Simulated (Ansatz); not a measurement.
A nudged elastic band was laid between two geometries of CH3FSTe (7 atoms, charge 0, multiplicity 1).

Level of theory: Ansatz, RKS PBE-D4/def2-SVP.

- movable images: 7
- climbing image: yes
- spring: 5.0 eV/Å²
- optimiser: quadratic models (default)
- start path: through a guess of the saddle point
- force threshold: 0.03 eV/Å
- iteration limit: 60
- end points: relaxed

Initial state:

```xyz
7
Properties=species:S:1:pos:R:3
F 1.177 -1.391 -0.078
C 0.186 -0.442 0.014
S 0.643 0.970 1.045
Te -0.164 0.293 -2.054
H -0.742 -0.928 0.376
H 0.521 0.320 2.245
H -1.560 1.111 -1.593
```

Final state:

```xyz
7
Properties=species:S:1:pos:R:3
F 1.253 -0.930 -0.282
C -0.002 -0.505 0.066
S 0.038 0.940 1.167
Te -1.209 0.029 -1.707
H -0.550 -1.352 0.532
H 0.807 0.344 2.131
H -0.276 1.405 -1.952
```

**Question.** What changes between the two ends?

**Answer.** No bond is made or broken. The dihedral S3–C2–Te4–H7 goes from -69 to 53°.

**Question.** What energy profile does the band end with?

**Answer.** It converged. The highest image is number 4 of 0 to 8, 0.037 eV above the first end and 0.067 eV above the last; the last end lies 0.031 eV below the first. A vibrational analysis at the climbing image gives one clearly imaginary mode, 159i cm⁻¹: a first-order saddle point.

```json
{"image": "0", "path coordinate (Å)": "0.00", "energy (eV)": "0.000", "dihedral S3–C2–Te4–H7 (°)": "-69"}
{"image": "1", "path coordinate (Å)": "0.28", "energy (eV)": "0.004", "dihedral S3–C2–Te4–H7 (°)": "-56"}
{"image": "2", "path coordinate (Å)": "0.56", "energy (eV)": "0.016", "dihedral S3–C2–Te4–H7 (°)": "-41"}
{"image": "3", "path coordinate (Å)": "0.84", "energy (eV)": "0.030", "dihedral S3–C2–Te4–H7 (°)": "-26"}
{"image": "4", "path coordinate (Å)": "1.12", "energy (eV)": "0.037", "dihedral S3–C2–Te4–H7 (°)": "-10"}
{"image": "5", "path coordinate (Å)": "1.43", "energy (eV)": "0.025", "dihedral S3–C2–Te4–H7 (°)": "6"}
{"image": "6", "path coordinate (Å)": "1.73", "energy (eV)": "-0.001", "dihedral S3–C2–Te4–H7 (°)": "22"}
{"image": "7", "path coordinate (Å)": "2.04", "energy (eV)": "-0.023", "dihedral S3–C2–Te4–H7 (°)": "38"}
{"image": "8", "path coordinate (Å)": "2.34", "energy (eV)": "-0.031", "dihedral S3–C2–Te4–H7 (°)": "53"}
```

**Question.** What is the geometry of the highest image?

**Answer.** 
```xyz
7
Properties=species:S:1:pos:R:3
F 1.331 -1.212 -0.137
C 0.146 -0.535 0.015
S 0.310 0.989 0.982
Te -0.632 -0.018 -2.007
H -0.589 -1.221 0.482
H 0.484 0.365 2.186
H -0.989 1.564 -1.567
```

**Question.** What are the harmonic wavenumbers there?

**Answer.** 159i, 167, 222, 253, 388, 516, 588, 756, 891, 1027, 1086, 1272, 2067, 2574, 3030 cm⁻¹.

The band took 7 iterations and about 2.3 core-minutes.

The run took 2.3 min on 1 thread of Arm Neoverse V2 (shared host), peak memory 0.12 GiB.
